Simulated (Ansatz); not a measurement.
The first iterations of a band of CH$_{3}$BO$_{2}$Si (8 atoms, charge 0, multiplicity 1).

These are results of RKS revPBE/def2-SVP (Ansatz), not measurements.

| Item | Value |
| --- | --- |
| movable images | 5 |
| climbing image | yes |
| spring | 5.0 eV/Å² |
| optimiser | quadratic models (default) |
| start path | IDPP |
| force threshold | 0.05 eV/Å |
| iteration limit | 51 |
| end points | relaxed |

Initial state:

```xyz
8
Properties=species:S:1:pos:R:3
O 0.046 -2.100 2.003
C 0.401 -1.099 1.514
B 0.828 0.155 0.879
Si -0.074 0.607 -0.692
O -1.300 -0.322 -1.371
H 1.708 0.848 1.344
H 0.167 1.828 -1.538
H -1.684 0.027 -2.195
```

Final state:

```xyz
8
Properties=species:S:1:pos:R:3
O -0.174 -2.103 1.729
C 0.271 -1.090 1.343
B 0.792 0.175 0.816
Si 0.000 0.784 -0.770
O -1.229 0.091 -1.681
H 1.679 0.797 1.362
H 0.342 2.035 -1.515
H -1.590 -0.747 -1.340
```

| iteration | highest image above the first end (eV) | largest band force component (eV/Å) |
| --- | --- | --- |
| 1 | 0.406 | 1.072 |
| 2 | 0.353 | 0.448 |

Question: Does the band converge within its limit, and where does its top end?

Answer: It converged. It ended after 5 iterations with the highest image 0.345 eV above the first end. A vibrational analysis at the climbing image gives 2 clearly imaginary modes (647i, 494i cm⁻¹): a point of higher order, so a lower path passes nearby.

Time of the run: 2.4 min on 1 CPU thread of a shared host.
